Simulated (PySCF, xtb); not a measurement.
C₃H₄ClNSi, SMILES Cl[Si@@H]1C=CN=C1.

Harmonic wavenumbers (cm⁻¹) from xtb with GFN2-xTB at its own minimum, in rising order: 97, 123, 314, 400, 448, 550, 562, 612, 632, 762, 783, 805, 842, 905, 993, 1124, 1214, 1280, 1536, 1629, 2296, 3064, 3077, 3122.

### Question
What does PBE-D3(BJ)/def2-SVP (PySCF) give at its own minimum? (An estimate is asked for; the answer gives what the named calculation found.)

### Answer
94, 135, 340, 394, 472, 564, 608, 644, 704, 755, 774, 826, 849, 919, 961, 1097, 1238, 1279, 1517, 1580, 2172, 3068, 3104, 3169. Paired by order, the mean absolute difference is 27 cm⁻¹ and the zero-point energies are 38.8 and 39.0 kcal/mol.
